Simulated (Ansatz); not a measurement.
Geometry optimisation, RKS B3LYP-D4/def2-SVP (Ansatz 0.2.0).

The input (input.yaml):

```yaml
crystal:
  periodic: [false, false, false]
  atoms:
    - { symbol: Ge, position_ang: [-1.3406, -0.719, 0.0004] }
    - { symbol: C, position_ang: [0.6766, -1.5773, 0.617] }
    - { symbol: H, position_ang: [-1.8349, 0.4433, 0.8183] }
    - { symbol: H, position_ang: [-1.8304, -0.7879, -1.4242] }
    - { symbol: H, position_ang: [-2.1391, -1.9004, 0.6259] }
    - { symbol: H, position_ang: [0.7851, -0.3388, -0.0364] }
    - { symbol: "N", position_ang: [0.2527, 0.6732, -0.7242] }
    - { symbol: C, position_ang: [0.4661, 2.0165, -0.2387] }
    - { symbol: H, position_ang: [0.2851, -2.4802, 1.0959] }
    - { symbol: H, position_ang: [1.2437, -1.0911, 1.4157] }
    - { symbol: H, position_ang: [1.3419, -1.9608, -0.1597] }
    - { symbol: H, position_ang: [0.5624, 0.6018, -1.6868] }
    - { symbol: H, position_ang: [1.5296, 2.2722, -0.1648] }
    - { symbol: H, position_ang: [0.0198, 2.099, 0.7533] }
    - { symbol: H, position_ang: [-0.0179, 2.7495, -0.8918] }
basis:
  gaussian: { orbitals: def2-SVP }
hamiltonian:
  xc: b3lyp
  dispersion: d4
relax:
  f_tol: 0.15
  max_steps: 25
  restrain:
    - { distance: [0, 6], at: 1.91, k: 30.0 }
    - { distance: [5, 1], at: 1.07, k: 30.0 }
    - { distance: [0, 1], at: 3.26, k: 30.0 }
    - { distance: [5, 6], at: 2.32, k: 30.0 }
```

Launched with:

```bash
$ ansatz run input.yaml --threads 4 --pin off --max-ram 5120MiB --backend cpu --events-out ev --progress --plain --runs-dir out
```

Task: Where does it end, and by what steps?

Result: The run converged. The restraints hold the end off the free minimum; the threshold counts their pulls, which the force column leaves out. Restrained pairs: Ge1–N7 (2.24 → 1.88 Å), C2–H6 (1.40 → 1.08 Å), Ge1–C2 (2.28 → 3.30 Å), H6–N7 (1.33 → 2.31 Å). After 8 steps the energy has fallen by 2.452 eV (the restraints' own energy left out); H5 moved furthest, 0.82 Å.

```tsv
step	energy less start (eV)	largest force component (eV/Å)	accepted
0	0.0000	3.332	yes
1	1.2810	2.553	yes
2	1.5116	2.973	yes
3	0.4042	2.421	yes
4	-1.0462	1.087	yes
5	-1.8750	0.839	yes
6	-2.2516	1.526	yes
7	-2.4266	1.257	yes
8	-2.4515	1.178	yes
```

```xyz
15
Properties=species:S:1:pos:R:3
Ge -1.600 -0.254 -0.293
C 1.168 -1.716 0.756
H -2.393 0.705 0.627
H -2.430 -0.615 -1.552
H -1.399 -1.569 0.479
H 0.946 -0.775 0.275
N -0.203 0.832 -0.926
C 0.326 2.005 -0.257
H 0.276 -2.288 1.019
H 1.752 -1.516 1.671
H 1.799 -2.317 0.078
H 0.347 0.497 -1.710
H 1.418 1.936 -0.090
H -0.139 2.128 0.735
H 0.132 2.947 -0.813
```

Run time: 12 s on 4 threads of Intel(R) Xeon(R) 6975P-C (Granite Rapids) (shared host), peak memory 0.36 GiB.
